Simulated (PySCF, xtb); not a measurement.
FH3S3Zr, SMILES [SH][Zr]([F])([SH])[SH], multiplicity 1. One conformer was computed; it need not be the lowest.

Harmonic wavenumbers (cm⁻¹) from GFN2-xTB (xtb) at its own minimum, in rising order: 29, 41, 52, 71, 82, 101, 124, 137, 292, 346, 361, 457, 458, 469, 528, 2301, 2322, 2327.

Problem. What does PBE-D3(BJ)/def2-SVP (PySCF) give at its own minimum? (The exact figures need the calculation; the answer reports its results.)

Solution. 75, 75, 88, 125, 125, 188, 188, 250, 338, 377, 377, 479, 482, 482, 669, 2576, 2576, 2576. Paired by order, the mean absolute difference is 86 cm⁻¹ and the zero-point energies are 15.0 and 17.2 kcal/mol.
